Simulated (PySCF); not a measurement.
sulfur difluoride anion (F2S), SMILES FSF (connectivity only; charge and spin as stated), charge -1, multiplicity 2.

Geometry: B3LYP-D3(BJ)/def2-TZVPD. A frequency run showed that this geometry is not a minimum. The spin state was assumed, not searched.

Two levels are set side by side: PBE/def2-TZVPD (PySCF) and ωB97X/def2-TZVPD (PySCF). Same geometry, gas phase. Differences are taken from unrounded values.

```tsv
quantity	PBE
α-spin orbital gap (eV)	1.40
β-spin orbital gap (eV)	2.17
mean polarisability (bohr³)	51.6
```

Problem. These are the PBE values. What does ωB97X give? (An estimate is asked for; the answer gives what the named calculation found.)

Solution. 
| quantity | ωB97X | PBE minus ωB97X |
|---|---|---|
| α-spin orbital gap (eV) | 7.24 | -5.84 |
| β-spin orbital gap (eV) | 8.64 | -6.48 |
| mean polarisability (bohr³) | 42.5 | 9.2 |

Loosely held outer electrons make PBE densities more polarisable. Differences between two approximate levels are no errors against the true value.

Rough cost on one machine, each run with all the roots and properties that it gave: ωB97X against PBE within a factor of 2.
